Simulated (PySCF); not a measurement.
SMILES O(C)C(c1ccc(cc1)C=O)=O (C9H8O3) (GFN2-xTB optimised geometry):

```
20

C     -1.351    -3.704     0.009
O     -0.672    -2.457     0.011
C     -1.451    -1.367    -0.002
O     -2.656    -1.415    -0.014
C     -0.666    -0.105     0.000
C      0.728    -0.105     0.000
C      1.411     1.093    -0.001
C      0.714     2.304    -0.001
C      1.457     3.573    -0.004
O      2.656     3.675    -0.004
C     -0.681     2.299    -0.001
C     -1.365     1.101     0.000
H     -0.580    -4.470     0.019
H     -1.991    -3.789     0.890
H     -1.973    -3.795    -0.885
H      1.260    -1.043     0.000
H      2.491     1.122    -0.001
H      0.806     4.470    -0.006
H     -1.220     3.235    -0.001
H     -2.445     1.071     0.000
```

Calculation: CAM-B3LYP/def2-SVP (PySCF).

Task: What are the frontier orbital energies and the dipole moment?

Result: HOMO-2 -9.16 eV, HOMO-1 -9.04 eV, HOMO -9.00 eV, LUMO -1.21 eV, LUMO+1 0.57 eV; dipole moment 2.08 D.

Meta-Löwdin charges at CAM-B3LYP/def2-SVP: C1 -0.08, O2 -0.34, C3 0.50, O4 -0.45, C5 -0.02, C6 -0.09, C7 -0.08, C8 -0.03, C9 0.27, O10 -0.38, C11 -0.09, C12 -0.08, H13 0.12, H14 0.11, H15 0.11, H16 0.12, H17 0.12, H18 0.06, H19 0.11, H20 0.13.
